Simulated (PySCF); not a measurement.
## Ionisation energy of Cu by level of theory

Cu [Ar] 3d10 4s1 (2S) → Cu⁺ [Ar] 3d10 (1S), as a difference of total energies. Computed with PySCF 2.14 in aug-cc-pwCVDZ-PP with ECP10MDF (6s6p5d3f, 70 functions), with a scalar-relativistic core potential. Correlated levels: valence: 3s2 3p6 frozen; valence and next inner shell: nothing frozen outside the core potential. The calculations carry no spin-orbit coupling.

Problem. Order these methods by the ionisation energy they give, lowest first.
A. B2PLYP
B. UHF
C. r2SCAN
D. MP2 (valence)

Solution. B (6.596 eV), D (7.551 eV), A (7.926 eV), C (8.299 eV).

Errors of the correlated levels include the incompleteness of this basis and the frozen core.

For comparison: 7.726 eV (measured; NIST Atomic Spectra Database, ionization energies).
